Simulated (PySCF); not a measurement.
**C$_{3}$H$_{9}$NOSi: full NMR table**

```yaml
Formula: C3H9NOSi
SMILES: CC(=O)N(C)[SiH3]
InChI: InChI=1S/C3H9NOSi/c1-3(5)4(2)6/h1-2,6H3
Degrees_of_unsaturation: 1
Carbon_signals: 3
Proton_signals: 3
```

Numbering as in the mapped SMILES `[CH3:1][C:2](=[O:3])[N:4]([CH3:5])[SiH3:6]` (H(Xn): hydrogen on atom n).

One averaged value for each set of equivalent atoms, a single conformation, non-relativistic, in vacuum. GFN2-xTB geometry; GIAO PBE0/pcSseg-1 shieldings; PySCF.

Shifts are taken against calculated references (same method and geometry level): TMS for ¹H (σ = 31.72 ppm), ¹³C (σ = 186.93 ppm), ²⁹Si (σ = 349.16 ppm); NH3 for ¹⁵N (σ = 267.73 ppm); ¹⁷O (σ = 336.08 ppm) vs H2O.

```tsv
carbon	δC, type	δH (multiplicity)	HMBC from (2–3 bonds)	span of the C tensor (ppm)
C1	20.5, CH3	2.12 (s)	–	35
C2	182.4, C	–	H(Si6), H(C5), H(C1)	161
C5	32.8, CH3	2.96 (s)	H(Si6)	45
```

Other nuclei:
| atoms | nucleus | environment | δ (ppm) | σ (ppm) |
| --- | --- | --- | --- | --- |
| H(Si6) | ¹H | hydrogen on a silicon bonded to N | 4.49 | 27.23 |
| Si6 | ²⁹Si | silicon bonded to N, 3 H | -63.0 | 412.1 |
| N4 | ¹⁵N | amide-type nitrogen | 123.4 | 144.4 |
| O3 | ¹⁷O | amide-type carbonyl oxygen | 450.2 | -114.1 |

Carbon types of the structure: 1 × C, 2 × CH3, leaving 3 H on heteroatoms. δC 182.4: amide carbonyl carbon; lone-pair donation from the attached heteroatom keeps it upfield of a ketone carbonyl. δC 32.8: methyl carbon bonded to N; the inductive effect lowers its shielding. δC 20.5: methyl carbon α to a carbonyl; α to the electron-withdrawing carbonyl group. δH 2.96: hydrogen on a methyl carbon bonded to N; its carbon carries N, hence the downfield position. δH 2.12: hydrogen on a methyl carbon α to a carbonyl; α to C=O.

Shifts are as computed. Against solution values, carbons near 30 ppm lie about +3 ppm off and those near 130 ppm about +5 ppm. Of 1211 compounds with measured shifts, 218 miss one by over three times the rms of a fit or turn the order of signals round; such compounds aren't used in these exercises. Unscaled 17O shifts of doubly bonded oxygen tend to come out too high, by tens of ppm or more. Experimental scales use liquid or dissolved standards, which lie at an offset from isolated NH3 (liquid NH3: subtract about 20 ppm) and H2O (liquid H2O: subtract about 36 ppm). No couplings were computed; multiplicities are counted from neighbouring protons, with m where these are inequivalent, close in shift, in a saturated or five-membered ring or joined by F or P, and br s for small geminal =CH2 splittings.
